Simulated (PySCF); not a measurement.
# UHF on Ni (nickel, neutral)

Configuration: [Ar] 3d8 4s2, high-spin 3F determinant. Computed with PySCF 2.14 in Sapporo-DKH3-DZP-2012, with scalar relativity by spin-free X2C-1e.

```
Total energy                        : -1519.062725 hartree
One-electron energy                 : -2108.7888 hartree
Hartree (Coulomb) energy            : 652.1479 hartree
Exchange energy                     : -62.4219 hartree
⟨S²⟩                                : 2.0053
⟨L²⟩                                : 12.024
Sum of ⟨r⟩                          : 21.88 bohr
Sum of ⟨r²⟩                         : 37.41 bohr²
Langevin diamagnetic susceptibility : -29.6 ×10⁻⁶ cm³/mol
Time after the integrals            : 0.14 s of wall time on 1 thread of Neoverse-V2 (shared host)
```

```
shell  electrons  mean orbital energy (eV)  spread (eV)  rms radius, mean of both spins (bohr)
 1s α          1                   -8402.5            0                                 0.0624
 1s β          1                   -8402.4            0                                 0.0624
 2s α          1                   -1052.0            0                                  0.265
 2s β          1                   -1050.0            0                                  0.265
 2p α          3                   -901.41            0                                  0.238
 2p β          3                   -899.41            0                                  0.238
 3s α          1                   -138.91            0                                  0.795
 3s β          1                   -133.51            0                                  0.795
 3p α          3                   -93.221            0                                  0.849
 3p β          3                   -86.746            0                                  0.849
 3d α          5                   -19.928        1.456                                   1.12
 3d β          3                   -17.277            0                                   1.12
 4s α          1                    -7.917            0                                   3.26
 4s β          1                    -7.451            0                                   3.26
```

Densities and radii are taken from the X2C orbitals without a picture-change correction, which distorts them close to the nucleus.
